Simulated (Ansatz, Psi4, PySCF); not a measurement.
Species: prop-2-enylboronic acid, C₃H₇BO₂, net charge 0, singlet state. SMILES: C=CCB(O)O
Geometry from a B3LYP-D3(BJ)/def2-TZVP (Ansatz, a quantum-chemistry and plane-wave program) optimisation:
```
C
H 1 1.0913
H 1 1.0988 2 106.96
C 1 1.4998 2 110.70 3 -118.63
C 4 1.3276 1 125.17 2 -6.12
H 5 1.0825 4 121.51 1 -178.85
H 5 1.0845 6 116.90 4 179.94
H 4 1.0861 5 119.04 6 -0.42
B 1 1.5790 2 110.13 3 115.68
O 9 1.3702 1 118.30 2 -7.89
H 10 0.9627 9 116.19 1 -178.88
O 9 1.3715 10 123.67 11 0.36
H 12 0.9620 9 116.41 10 1.05
```

Quantity: vertical triplet-singlet gap, E(triplet) - E(singlet), in eV. Set-up: 6-311+G** with 5d; spin-orbit terms left out; open shells spin-unrestricted; 6-31G* and kin with 6d, 5d where marked; each state is the SCF solution reached for its charge and spin; non-relativistic; no dispersion term unless named. First-principles rows: single points at B3LYP-D3(BJ) geometries (Ansatz). Levels can end on unlike triplets.

| level | program | vertical triplet-singlet gap, E(triplet) - E(singlet) (eV) |
|---|---|---|
| HF/6-311+G** | Ansatz | 3.50 |
| PBE/6-311+G** | Ansatz | 4.43 |
| B3LYP/6-31G* | Ansatz | 4.50 |
| B3LYP/6-311+G** | Ansatz | 4.43 |
| M06-2X/6-31G* (5d) | PySCF | 4.65 |
| wB97X-D/6-31G* | Psi4 | 4.53 |
| B3LYP/def2-TZVPD | Ansatz | 4.42 |

No value to compare with is used here. The 6 habitual levels span 3.50 (HF/6-311+G**) to 4.65 eV (M06-2X/6-31G* (5d)); B3LYP/def2-TZVPD gives 4.42.

The levels are drawn from those run, B3LYP/6-31G* more often than the rest, none by its result; left out are runs that failed, that the program found above a lower state of the same kind, or whose <S^2> lies over 0.5 above the pure value.
